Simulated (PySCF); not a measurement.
Finite-field polarisability of Ga (gallium, neutral)

[Ar] 3d10 4s2 4p1, 2P determinant. Computed with PySCF 2.14 in aug-cc-pVTZ-DK, with scalar relativity by spin-free X2C-1e. Frozen: [Ar] 3d10. Energy changes in a uniform field (μhartree):

```json
{"axis": "x", "F (au)": "0.0021", "HF": "-100.599", "MP2": "-100.020", "CCSD": "-98.302", "CCSD(T)": "-98.436"}
{"axis": "x", "F (au)": "0.0042", "HF": "-402.766", "MP2": "-400.437", "CCSD": "-393.562", "CCSD(T)": "-394.099"}
{"axis": "y", "F (au)": "0.0016", "HF": "-103.988", "MP2": "-101.826", "CCSD": "-100.110", "CCSD(T)": "-100.102"}
{"axis": "y", "F (au)": "0.0032", "HF": "-417.766", "MP2": "-409.009", "CCSD": "-402.043", "CCSD(T)": "-402.007"}
```

By symmetry the remaining axis equals x.

**Question.** Derive α along x at CCSD(T) from the two fields.

**Answer.** With ΔE = −αF²/2 − γF⁴/24, α = −(16 ΔE(F) − ΔE(2F))/(6F²) = 44.63 bohr³.

**Question.** And the mean polarisability at each level?

**Answer.** The components xx, yy, zz at CCSD(T) are 44.63, 78.10, 44.63, the third axis being equal by symmetry to one of the two computed. Means: HF 57.45, MP2 56.71, CCSD 55.75, CCSD(T) 55.79 bohr³. Reference: 50 ± 3 bohr³ (recommended; Schwerdtfeger and Nagle, table of static dipole polarizabilities (2023 update)).

CCSD(T) lies more than 5 % above the reference; correlation of the frozen inner shells, absent here, would lower it.
